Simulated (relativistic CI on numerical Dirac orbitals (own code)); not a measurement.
Re7+: O2,3 absorption edge

Computed with this model: Dirac-Coulomb-Breit CI, KLI orbitals optimised for each configuration, model QED (radiative potential, 1s self-energy scaled to tabulated hydrogen-like ionisation energies), valence Slater integrals scaled by 0.7, multiplet model of core-to-valence dipole absorption; configurations [Xe] 4f14 → [Kr] 4d10 4f14 5s2 5p5 5d; 300 K; Lorentzian 1 eV and Gaussian 0.3 eV FWHM. Energies are those of the free ion, without screening or charge transfer. The branching ratio is the share of the lower-energy edge in the whole absorption, uncertain by about 0.02 where the edges overlap. S is read from ⟨S²⟩ = S(S + 1).

Field parameters in Wybourne normalisation: Td as Oh with Dq negative (B⁴₀ = 21Dq, B⁴₄ = √(5/14) B⁴₀). The field is a parameter set, without covalency.

free ion: ground-state S = 0.00, centroid 58.41 eV. Peaks (eV, height): 50.5 (44), 61.8 (100).

Td, 10Dq = -10000 cm⁻¹: ground-state S = 0.00, centroid 58.41 eV. Peaks (eV, height): 50.5 (44), 62.0 (100).

Td, 10Dq = -15600 cm⁻¹: ground-state S = 0.00, centroid 58.41 eV. Peaks (eV, height): 50.5 (43), 58.0 (8), 62.0 (100).

Strongest unbroadened transitions for free ion:

```csv
Energy (eV),Relative strength
43.52,0.0
50.44,43.2
61.86,100.0
```
